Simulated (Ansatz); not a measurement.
CH₅ClSn, SMILES `Cl[CH2][SnH3]`. Total charge 0; spin multiplicity 1. Sn takes the def2 core potential. The structure was optimised at the PBE0-D4/def2-TZVP level.

```xyz
8

Cl    1.122   -1.284    1.615
C    -0.335   -0.764    0.732
Sn    0.164    0.734   -0.739
H    -1.042   -0.373    1.462
H    -0.767   -1.644    0.260
H     0.847    2.071    0.065
H    -1.264    1.202   -1.556
H     1.276    0.058   -1.838
```

Task: What is the dipole moment at B3LYP/def2-TZVPP? (Estimate.)

Result: The calculation gave: 1.65 D, with components (-1.43, 0.38, -0.73) D in this frame, pointing from negative to positive charge.

Task: And with PBE, r2SCAN, ωB97M-V? (Estimate.)

Result: Ansatz gave: PBE 1.56 D, r2SCAN 1.68 D, ωB97M-V 1.69 D.

Task: Give the Mulliken charges with B3LYP, r2SCAN, ωB97M-V in def2-TZVPP. (Best estimate.)

Result: The calculation gave: 
| atom | B3LYP | r2SCAN | ωB97M-V |
| --- | --- | --- | --- |
| Cl1 | -0.16 | -0.17 | -0.13 |
| C2 | -0.37 | -0.27 | -0.43 |
| Sn3 | 0.60 | 0.56 | 0.47 |
| H4 | 0.15 | 0.12 | 0.17 |
| H5 | 0.15 | 0.12 | 0.17 |
| H6 | -0.12 | -0.11 | -0.08 |
| H7 | -0.13 | -0.12 | -0.09 |
| H8 | -0.12 | -0.11 | -0.08 |

B3LYP here is the variant with VWN-RPA as its local correlation; programs differ in this.
